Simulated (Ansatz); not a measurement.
H₂MoO₄ (SMILES [O]=[Mo](=[O])([OH])[OH]), singlet, geometry from GFN2-xTB (such geometries of metal compounds can be far from the true shape) (core potentials on Mo), atoms displaced at random by about 0.1 Å a coordinate; PBE0/def2-SV(P) in Ansatz (a first-principles code).

Input for Ansatz:
Ansatz 0.2 input:
```yaml
crystal:
  periodic: [false, false, false]
  atoms:
    - {symbol: Mo, position_ang: [0.00986808, 0.01816919, 0.32802983]}
    - {symbol: O, position_ang: [1.09549282, 0.73535208, -0.92642357]}
    - {symbol: O, position_ang: [0.90095497, -0.62817447, 1.05575387]}
    - {symbol: O, position_ang: [-0.71105769, -1.25816911, -1.05932423]}
    - {symbol: H, position_ang: [-1.11772326, -2.02811381, -1.49554748]}
    - {symbol: O, position_ang: [-1.10706098, 1.16890431, 0.70569934]}
    - {symbol: H, position_ang: [-1.53654619, 1.93868399, 1.04818007]}
basis:
  gaussian:
    orbitals: def2-SV_P_.json
hamiltonian:
  xc: pbe0
relax: {f_tol: 0.05}
```
The basis file holds def2-SV(P) in the JSON format of the Basis Set Exchange.

Question: Predict the main parts of the log of this Ansatz run.

Answer: 
```
Functional definition: PBE0
946 factors; integrals over basis functions are off by at most 3.5e-4 eV
mean field evaluation 1: about -10034.3780 eV, gradient 1.0e2 eV
mean field evaluation 2: about -9847.1922 eV, gradient 2.7e2 eV
mean field evaluation 4: about -10052.5370 eV, gradient 1.8e1 eV
mean field evaluation 8: about -10053.1132 eV, gradient 1.9e0 eV
mean field evaluation 16: about -10053.1908 eV, gradient 1.0e-3 eV
mean field -10053.19080201 eV, -369.4479476765 hartree, gradient 3.5e-5 eV, S^2 0.000000; 0 other end points of the search recorded, 0 dependent functions left out
the calculation of the forces begins
reference -10053.19085304 eV, -369.4479495518 hartree; 24, 24 occupied and 60, 60 virtual orbitals, 946 factors
relax step   1: F+E_penalty+E_count = -10053.19080201 eV  Δ(F+E_penalty+E_count) = +0.000e0 eV  max|allowed force component| = 4.179e1 eV/Å  Δτ_max = 0.0000 Å  (33 SCF iters, accepted)
these checks for a lower state are left out or cut short: starts, cluster_reference, orbital_swaps, neighbouring_geometries, increment
946 factors; integrals over basis functions are off by at most 3.5e-4 eV
mean field -10062.35966087 eV, -369.7848970245 hartree, gradient 2.3e-5 eV, S^2 0.000000; 0 other end points of the search recorded, 0 dependent functions left out
the calculation of the forces begins
reference -10062.35971430 eV, -369.7848989882 hartree; 24, 24 occupied and 60, 60 virtual orbitals, 946 factors
relax step   2: F+E_penalty+E_count = -10062.35966087 eV  Δ(F+E_penalty+E_count) = -9.169e0 eV  max|allowed force component| = 9.539e0 eV/Å  Δτ_max = 0.1993 Å  (41 SCF iters, accepted)
these checks for a lower state are left out or cut short: starts, cluster_reference, orbital_swaps, neighbouring_geometries, increment
946 factors; integrals over basis functions are off by at most 3.6e-4 eV
mean field evaluation 32: about -10063.2311 eV, gradient 2.8e-1 eV
mean field -10063.23138303 eV, -369.8169322231 hartree, gradient 8.4e-6 eV, S^2 0.000000; 0 other end points of the search recorded, 0 dependent functions left out
the calculation of the forces begins
reference -10063.23143728 eV, -369.8169342167 hartree; 24, 24 occupied and 60, 60 virtual orbitals, 946 factors
relax step   3: F+E_penalty+E_count = -10063.23138303 eV  Δ(F+E_penalty+E_count) = -8.717e-1 eV  max|allowed force component| = 4.029e-1 eV/Å  Δτ_max = 0.1947 Å  (42 SCF iters, accepted)
these checks for a lower state are left out or cut short: starts, cluster_reference, orbital_swaps, neighbouring_geometries, increment
946 factors; integrals over basis functions are off by at most 3.6e-4 eV
mean field -10063.27649010 eV, -369.8185898772 hartree, gradient 1.9e-5 eV, S^2 0.000000; 0 other end points of the search recorded, 0 dependent functions left out
the calculation of the forces begins
reference -10063.27654449 eV, -369.8185918762 hartree; 24, 24 occupied and 60, 60 virtual orbitals, 946 factors
relax step   4: F+E_penalty+E_count = -10063.27649010 eV  Δ(F+E_penalty+E_count) = -4.511e-2 eV  max|allowed force component| = 6.127e-1 eV/Å  Δτ_max = 0.0728 Å  (37 SCF iters, accepted)
these checks for a lower state are left out or cut short: starts, cluster_reference, orbital_swaps, neighbouring_geometries, increment
946 factors; integrals over basis functions are off by at most 3.8e-4 eV
mean field -10063.35823030 eV, -369.8215937742 hartree, gradient 1.4e-5 eV, S^2 0.000000; 0 other end points of the search recorded, 0 dependent functions left out
the calculation of the forces begins
reference -10063.35828495 eV, -369.8215957828 hartree; 24, 24 occupied and 60, 60 virtual orbitals, 946 factors
relax step   5: F+E_penalty+E_count = -10063.35823030 eV  Δ(F+E_penalty+E_count) = -8.174e-2 eV  max|allowed force component| = 2.754e-1 eV/Å  Δτ_max = 0.1012 Å  (35 SCF iters, accepted)
these checks for a lower state are left out or cut short: starts, cluster_reference, orbital_swaps, neighbouring_geometries, increment
946 factors; integrals over basis functions are off by at most 4.1e-4 eV
mean field -10063.39738390 eV, -369.8230326424 hartree, gradient 1.6e-5 eV, S^2 0.000000; 0 other end points of the search recorded, 0 dependent functions left out
the calculation of the forces begins
reference -10063.39743889 eV, -369.8230346635 hartree; 24, 24 occupied and 60, 60 virtual orbitals, 946 factors
relax step   6: F+E_penalty+E_count = -10063.39738390 eV  Δ(F+E_penalty+E_count) = -3.915e-2 eV  max|allowed force component| = 1.187e0 eV/Å  Δτ_max = 0.1259 Å  (34 SCF iters, accepted)
these checks for a lower state are left out or cut short: starts, cluster_reference, orbital_swaps, neighbouring_geometries, increment
946 factors; integrals over basis functions are off by at most 4.1e-4 eV
mean field evaluation 64: about -10063.4746 eV, gradient 1.3e-5 eV
mean field -10063.47460386 eV, -369.8258704238 hartree, gradient 1.3e-5 eV, S^2 0.000000; 0 other end points of the search recorded, 0 dependent functions left out
the calculation of the forces begins
reference -10063.47465948 eV, -369.8258724678 hartree; 24, 24 occupied and 60, 60 virtual orbitals, 946 factors
relax step   7: F+E_penalty+E_count = -10063.47460386 eV  Δ(F+E_penalty+E_count) = -7.722e-2 eV  max|allowed force component| = 7.452e-1 eV/Å  Δτ_max = 0.1996 Å  (41 SCF iters, accepted)
these checks for a lower state are left out or cut short: starts, cluster_reference, orbital_swaps, neighbouring_geometries, increment
946 factors; integrals over basis functions are off by at most 4.1e-4 eV
mean field -10063.49461250 eV, -369.8266057277 hartree, gradient 1.7e-5 eV, S^2 0.000000; 0 other end points of the search recorded, 0 dependent functions left out
the calculation of the forces begins
reference -10063.49466820 eV, -369.8266077748 hartree; 24, 24 occupied and 60, 60 virtual orbitals, 946 factors
[...]
relax step   8: F+E_penalty+E_count = -10063.49461250 eV  Δ(F+E_penalty+E_count) = -2.001e-2 eV  max|allowed force component| = 3.006e-1 eV/Å  Δτ_max = 0.0449 Å  (36 SCF iters, accepted)
[...]
the calculation of the forces begins
reference -10063.50170222 eV, -369.8268662702 hartree; 24, 24 occupied and 60, 60 virtual orbitals, 946 factors
relax step   9: F+E_penalty+E_count = -10063.50164639 eV  Δ(F+E_penalty+E_count) = -7.034e-3 eV  max|allowed force component| = 5.403e-1 eV/Å  Δτ_max = 0.0815 Å  (35 SCF iters, accepted)
these checks for a lower state are left out or cut short: starts, cluster_reference, orbital_swaps, neighbouring_geometries, increment
946 factors; integrals over basis functions are off by at most 4.1e-4 eV
mean field -10063.51811871 eV, -369.8274695651 hartree, gradient 2.1e-5 eV, S^2 0.000000; 0 other end points of the search recorded, 0 dependent functions left out
the calculation of the forces begins
reference -10063.51817463 eV, -369.8274716200 hartree; 24, 24 occupied and 60, 60 virtual orbitals, 946 factors
relax step  10: F+E_penalty+E_count = -10063.51811871 eV  Δ(F+E_penalty+E_count) = -1.647e-2 eV  max|allowed force component| = 6.807e-2 eV/Å  Δτ_max = 0.1509 Å  (34 SCF iters, accepted)
these checks for a lower state are left out or cut short: starts, cluster_reference, orbital_swaps, neighbouring_geometries, increment
946 factors; integrals over basis functions are off by at most 4.1e-4 eV
mean field -10063.50325303 eV, -369.8269232612 hartree, gradient 2.4e-5 eV, S^2 0.000000; 0 other end points of the search recorded, 0 dependent functions left out
the calculation of the forces begins
reference -10063.50330896 eV, -369.8269253169 hartree; 24, 24 occupied and 60, 60 virtual orbitals, 946 factors
relax step  11: F+E_penalty+E_count = -10063.50325303 eV  Δ(F+E_penalty+E_count) = +1.487e-2 eV  max|allowed force component| = 6.041e-1 eV/Å  Δτ_max = 0.0479 Å  (36 SCF iters, rejected (line search))
these checks for a lower state are left out or cut short: starts, cluster_reference, orbital_swaps, neighbouring_geometries, increment
946 factors; integrals over basis functions are off by at most 4.1e-4 eV
mean field evaluation 96: about -10063.5208 eV, gradient 2.6e-1 eV
mean field -10063.52093197 eV, -369.8275729504 hartree, gradient 1.3e-5 eV, S^2 0.000000; 0 other end points of the search recorded, 0 dependent functions left out
the calculation of the forces begins
reference -10063.52098791 eV, -369.8275750062 hartree; 24, 24 occupied and 60, 60 virtual orbitals, 946 factors
relax step  12: F+E_penalty+E_count = -10063.52093197 eV  Δ(F+E_penalty+E_count) = -2.813e-3 eV  max|allowed force component| = 6.915e-2 eV/Å  Δτ_max = 0.0234 Å  (36 SCF iters, accepted)
these checks for a lower state are left out or cut short: starts, cluster_reference, orbital_swaps, neighbouring_geometries, increment
946 factors; integrals over basis functions are off by at most 4.2e-4 eV
mean field -10063.52208277 eV, -369.8276152414 hartree, gradient 1.7e-5 eV, S^2 0.000000; 0 other end points of the search recorded, 0 dependent functions left out
the calculation of the forces begins
reference -10063.52213874 eV, -369.8276172983 hartree; 24, 24 occupied and 60, 60 virtual orbitals, 946 factors
relax step  13: F+E_penalty+E_count = -10063.52208277 eV  Δ(F+E_penalty+E_count) = -1.151e-3 eV  max|allowed force component| = 5.216e-1 eV/Å  Δτ_max = 0.0731 Å  (35 SCF iters, accepted)
these checks for a lower state are left out or cut short: starts, cluster_reference, orbital_swaps, neighbouring_geometries, increment
946 factors; integrals over basis functions are off by at most 4.1e-4 eV
mean field -10063.52606915 eV, -369.8277617382 hartree, gradient 1.3e-5 eV, S^2 0.000000; 0 other end points of the search recorded, 0 dependent functions left out
the calculation of the forces begins
reference -10063.52612519 eV, -369.8277637976 hartree; 24, 24 occupied and 60, 60 virtual orbitals, 946 factors
relax step  14: F+E_penalty+E_count = -10063.52606915 eV  Δ(F+E_penalty+E_count) = -3.986e-3 eV  max|allowed force component| = 7.645e-2 eV/Å  Δτ_max = 0.0320 Å  (37 SCF iters, accepted)
these checks for a lower state are left out or cut short: starts, cluster_reference, orbital_swaps, neighbouring_geometries, increment
946 factors; integrals over basis functions are off by at most 4.1e-4 eV
mean field -10063.52711373 eV, -369.8278001258 hartree, gradient 1.3e-5 eV, S^2 0.000000; 0 other end points of the search recorded, 0 dependent functions left out
the calculation of the forces begins
reference -10063.52716980 eV, -369.8278021865 hartree; 24, 24 occupied and 60, 60 virtual orbitals, 946 factors
relax step  15: F+E_penalty+E_count = -10063.52711373 eV  Δ(F+E_penalty+E_count) = -1.045e-3 eV  max|allowed force component| = 2.447e-2 eV/Å  Δτ_max = 0.0257 Å  (35 SCF iters, accepted)
946 factors; integrals over basis functions are off by at most 4.1e-4 eV
mean field evaluation 128: about -10063.3050 eV, gradient 8.3e0 eV
mean field -10063.52711373 eV, -369.8278001258 hartree, gradient 1.3e-5 eV, S^2 0.000000; 1 other end points of the search recorded, 0 dependent functions left out
the calculation of the forces begins
reference -10063.52716980 eV, -369.8278021865 hartree; 24, 24 occupied and 60, 60 virtual orbitals, 946 factors
Total energy: -10063.52716980 eV, -369.8278021865 hartree
Atom 0 at    -0.002192    -0.000168     0.009677 Å, force     0.024467     0.001859     0.004484 eV/Å
Atom 1 at     1.111488     0.993092    -0.790502 Å, force    -0.016950    -0.011222     0.007046 eV/Å
Atom 2 at     0.835673    -0.951016     1.132639 Å, force    -0.016232     0.012978    -0.006790 eV/Å
Atom 3 at    -0.849587    -1.108436    -1.256069 Å, force     0.001036    -0.010973    -0.005643 eV/Å
Atom 4 at    -0.946232    -2.069067    -1.159442 Å, force    -0.002130     0.015668     0.002538 eV/Å
Atom 5 at    -1.260538     1.062715     0.925446 Å, force     0.018035     0.003053    -0.001927 eV/Å
Atom 6 at    -1.354684     2.019532     0.794619 Å, force    -0.008225    -0.011363     0.000293 eV/Å
Dipole moment:    -0.499173    -0.011715    -0.083578 e Å
```
